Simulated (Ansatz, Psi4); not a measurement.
Psi4 was given this input:
```
memory 2 GB

molecule {
-1 1
C    -0.18310410    1.16138186    0.01505557
S    -0.04796709   -0.56372168   -0.01148952
H     1.29602576   -1.14309776    0.01927862
H     0.25755768    1.58118756    0.93632275
H     0.31251462    1.61316597   -0.86210237
}

set {
  basis def2-svp
  scf_type pk
  puream true
  d_convergence 1e-8
  dft_radial_points 99
  dft_spherical_points 590
}

energy('pbe')
print_variables()
```

Q: Write the same job for Ansatz (a program for electronic structure).

A: This is not unique; one that fits is 
Ansatz 0.2 input:
```yaml
crystal:
  periodic: [false, false, false]
  atoms:
    - {symbol: C, position_ang: [-0.18310410, 1.16138186, 0.01505557]}
    - {symbol: S, position_ang: [-0.04796709, -0.56372168, -0.01148952]}
    - {symbol: H, position_ang: [1.29602576, -1.14309776, 0.01927862]}
    - {symbol: H, position_ang: [0.25755768, 1.58118756, 0.93632275]}
    - {symbol: H, position_ang: [0.31251462, 1.61316597, -0.86210237]}
basis:
  gaussian:
    orbitals: def2-SVP
hamiltonian:
  xc: pbe
total_charge: -1
accuracy: high
```

Both were run: Psi4 gave -437.648401 Eh and Ansatz -437.648401 Eh, 0.000 mEh apart.
